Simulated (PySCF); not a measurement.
H8N2OSi2. Atoms are numbered in the order given.

```xyz
13

Si    -1.5023    -0.3371    -0.3719
N     -1.8648     0.4965     1.1073
O      0.0000     0.0000    -1.0532
Si     1.5023     0.3371    -0.3719
N      1.8648    -0.4965     1.1073
H     -1.5786    -1.8021    -0.0496
H     -2.5152     0.0698    -1.3969
H     -2.0074     1.5087     1.1199
H     -1.4767     0.1695     1.9942
H      1.5786     1.8021    -0.0496
H      2.5152    -0.0698    -1.3969
H      1.4767    -0.1695     1.9942
H      2.0074    -1.5087     1.1199
```

Geometry: PBE-D3(BJ)/def2-SVP. Other conformers were not sampled.

Computed with PBE-D3(BJ)/def2-SVP run with PySCF.

Frequencies are harmonic and unscaled.

### Question
Estimate the vibrational spectrum. (The exact figures need the calculation; the answer reports its results.)

### Answer

| mode | ν (cm⁻¹) | IR (km/mol) | moving atoms (share of kinetic energy) |
|---|---|---|---|
| 1 | 28 | 1.0 | O 32 %, H 32 %, Si 21 %, N 15 % |
| 2 | 45 | 0.7 | N 51 %, H 36 %, Si 12 % |
| 3 | 70 | 0.2 | N 50 %, Si 21 %, H 18 %, O 12 % |
| 4 | 185 | 89.9 | H 96 % |
| 5 | 259 | 27.9 | H 35 %, O 27 %, Si 20 %, N 18 % |
| 6 | 278 | 1.3 | H 93 % |
| 7 | 320 | 82.7 | H 66 %, Si 18 %, O 16 % |
| 8 | 329 | 336.5 | H 61 %, N 33 % |
| 9 | 377 | 22.0 | N 37 %, H 34 %, O 18 %, Si 11 % |
| 10 | 534 | 33.8 | H 86 %, Si 9 % |
| 11 | 541 | 14.8 | H 82 %, Si 17 % |
| 12 | 603 | 7.9 | Si 47 %, O 31 %, H 18 % |
| 13 | 771 | 21.7 | H 88 % |
| 14 | 778 | 4.8 | H 91 % |
| 15 | 817 | 8.0 | N 51 %, H 26 %, Si 21 % |
| 16 | 832 | 11.3 | N 44 %, H 38 %, Si 18 % |
| 17 | 864 | 1.7 | H 77 %, N 16 % |
| 18 | 865 | 113.0 | H 77 %, N 13 %, Si 9 % |
| 19 | 873 | 466.9 | H 72 %, Si 20 % |
| 20 | 905 | 200.6 | H 86 %, Si 11 % |
| 21 | 912 | 153.3 | H 82 %, Si 14 % |
| 22 | 953 | 164.9 | H 73 %, Si 22 % |
| 23 | 1005 | 268.6 | O 69 %, H 16 %, Si 14 % |
| 24 | 1487 | 52.1 | H 89 %, N 11 % |
| 25 | 1492 | 17.0 | H 89 %, N 11 % |
| 26 | 2173 | 253.1 | H 97 % |
| 27 | 2174 | 8.8 | H 97 % |
| 28 | 2199 | 149.3 | H 96 % |
| 29 | 2203 | 118.0 | H 97 % |
| 30 | 3500 | 15.4 | H 96 % |
| 31 | 3501 | 19.9 | H 96 % |
| 32 | 3599 | 36.3 | H 91 %, N 9 % |
| 33 | 3599 | 10.8 | H 91 %, N 9 % |
